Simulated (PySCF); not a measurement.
AgF, SMILES [F][Ag], multiplicity 1. Atoms are numbered in the order given.

```xyz
2

Ag     0.0000     0.0000    -0.3217
F      0.0000     0.0000     1.6798
```

Coordinates come from a B3LYP-D3(BJ)/def2-TZVPD optimisation. The multiplicity is an assumed one; other spin states were not compared. The def2 effective core potentials stand for the cores of Ag; spin–orbit coupling is left out.

All values below come from PySCF with B3LYP/def2-TZVPD.

**Question.** Estimate the frontier levels, gap, dipole moment and polarisability. (An estimate is asked for; the answer gives what the named calculation found.)

**Answer.** 
| Quantity | Value |
|---|---|
| highest occupied level | -7.93 eV |
| lowest empty level | -3.73 eV |
| orbital gap | 4.19 eV |
| dipole moment | 5.80 D |
| quadrupole, principal values (traceless, Buckingham form, about the centre of nuclear charge) | -5.57, 2.78, 2.78 D·Å |
| mean static polarisability | 24.8 bohr³ (3.67 Å³) |
| polarisability, principal values | 21.9, 21.9, 30.6 bohr³ |
